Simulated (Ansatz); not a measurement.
The same substitution along the group B, Al, In.

Program: Ansatz. Geometries: PBE0-D4/def2-TZVP. ΔE: electronic, gas phase. CCSD(T)/CBS is the MP2 limit (def2-TZVPP, def2-QZVPP) plus CCSD(T) − MP2 in def2-TZVPP, frozen cores. Functionals use def2-TZVPP. B3LYP here is the variant with VWN-RPA as its local correlation; programs differ in this. Elements past krypton have def2 core potentials. For I, In outer-core shells are correlated without core-valence functions, which leaves a few kJ/mol of doubt a bond. Each species was taken in one conformer, which may not be the lowest.

```csv
reaction,CCSD(T)/CBS(def2) (kcal/mol)
`FCBI` + `N[SiH2]F` → `FCN[SiH2]F` + `BI`,9.9
`F[CH2][AlH][I]` + `N[SiH2]F` → `FCN[SiH2]F` + `[AlH2][I]`,?
`F[CH2][InH][I]` + `N[SiH2]F` → `FCN[SiH2]F` + `[InH2][I]`,1.9
```

Task: Fill in the missing values. (Best estimate.)

Result: Ansatz gave: `F[CH2][AlH][I]` + `N[SiH2]F` → `FCN[SiH2]F` + `[AlH2][I]`: +3.8 kcal/mol.

Largest T1 diagnostic: 0.012, for `BI`.
